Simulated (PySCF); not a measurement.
Telling isomers of C$_{8}$H$_{12}$OSi apart by NMR

[PySCF: GFN2-xTB geometry; PBE0/pcSseg-1 with gauge-including orbitals; relativity neglected; gas phase; rapidly exchanging positions averaged; one computed conformer]

Chemical shifts δ = σref − σ; TMS for $^{1}$H, $^{13}$C, all at this level. Where no couplings were computed, multiplicities follow the n + 1 count of equivalent neighbours, and m marks all less simple cases (inequivalent or close neighbours, rings, F or P nearby). Shifts are as computed. Against solution values, carbons near 30 ppm lie about +3 ppm off and those near 130 ppm about +5 ppm. Of 1309 compounds with measured shifts, 239 miss one by over three times the rms of a fit or turn the order of signals round; such compounds aren't used in these exercises.

(1) Tabulate the signals of `C#C/C=C(/C(C)=O)[SiH](C)C`, `CO[SiH2]c1ccc(C)cc1`, `C=CCCC1=CC(=O)[SiH2]C1`, `CC#C[C@@]1([SiH3])C[C@H]1C(C)=O` and their relative energies.

(2) What is the quickest way to tell C#C/C=C(/C(C)=O)[SiH](C)C from C=CCCC1=CC(=O)[SiH2]C1?

(3) What is the quickest way to tell C#C/C=C(/C(C)=O)[SiH](C)C from CC#C[C@@]1([SiH3])C[C@H]1C(C)=O?

(4) What is the quickest way to tell CO[SiH2]c1ccc(C)cc1 from C=CCCC1=CC(=O)[SiH2]C1?

Answers

(1) 
```json
{"SMILES": "C#C/C=C(/C(C)=O)[SiH](C)C", "carbon types": "3×C 2×CH 3×CH3", "δC": "209.1, 166.7, 135.0, 106.8, 86.0, 28.8, -2.7", "δH": "6.82 (d, 1H), 5.03 (sept, 1H), 3.72 (d, 1H), 2.33 (s, 3H), 0.27 (d, 6H)", "E rel. (kcal/mol)": "60.3"}
{"SMILES": "CO[SiH2]c1ccc(C)cc1", "carbon types": "2×C 4×CH 2×CH3", "δC": "145.2, 139.5, 133.4, 133.0, 54.2, 24.3", "δH": "7.73 (d, 2H), 7.50 (d, 2H), 5.37 (s, 2H), 4.00 (s, 3H), 2.49 (s, 3H)", "E rel. (kcal/mol)": "0.0"}
{"SMILES": "C=CCCC1=CC(=O)[SiH2]C1", "carbon types": "2×C 2×CH 4×CH2", "δC": "234.7, 185.3, 149.8, 146.1, 122.5, 41.8, 36.9, 14.7", "δH": "6.29 (s, 1H), 5.84 (m, 1H), 5.32 (m, 1H), 5.24 (m, 1H), 4.06 (m, 2H), 2.62 (m, 2H), 2.47 (m, 2H), 1.65 (m, 2H)", "E rel. (kcal/mol)": "46.8"}
{"SMILES": "CC#C[C@@]1([SiH3])C[C@H]1C(C)=O", "carbon types": "4×C 1×CH 1×CH2 2×CH3", "δC": "206.2, 84.1, 84.0, 35.5, 32.7, 25.1, 10.8, 4.9", "δH": "4.00 (s, 3H), 2.31 (s, 3H), 1.96 (s, 3H), 1.88 (m, 1H), 1.61 (m, 1H), 0.93 (m, 1H)", "E rel. (kcal/mol)": "76.5"}
```

Energies are electronic energies at PBE0/pcSseg-1 on these geometries, without zero-point or thermal terms, each for the one conformer computed, which needn't be the lowest.

(2) Count the carbon signals: 7 against 8. The first has an alkyne carbon (C) at 86.0 ppm, the second a terminal =CH2 carbon at 122.5 ppm. Their most deshielded carbons lie at 209.1 and 234.7 ppm. In the proton spectra the most deshielded non-exchanging signals are 6.82 (d, 1H) and 6.29 (s, 1H).

(3) Count the carbon signals: 7 against 8. The first has a β carbon of a C=C–C=O unit (CH) at 135.0 ppm, the second a three-membered-ring carbon (CH) at 32.7 ppm. Their most deshielded carbons lie at 209.1 and 206.2 ppm. In the proton spectra the most deshielded non-exchanging signals are 6.82 (d, 1H) and 4.00 (s, 3H).

(4) Count the carbon signals: 6 against 8. The first has a methyl carbon bonded to O (CH3) at 54.2 ppm, the second a carbonyl carbon (C) at 234.7 ppm. Their most deshielded carbons lie at 145.2 and 234.7 ppm. In the proton spectra the most deshielded non-exchanging signals are 7.73 (d, 2H) and 6.29 (s, 1H).
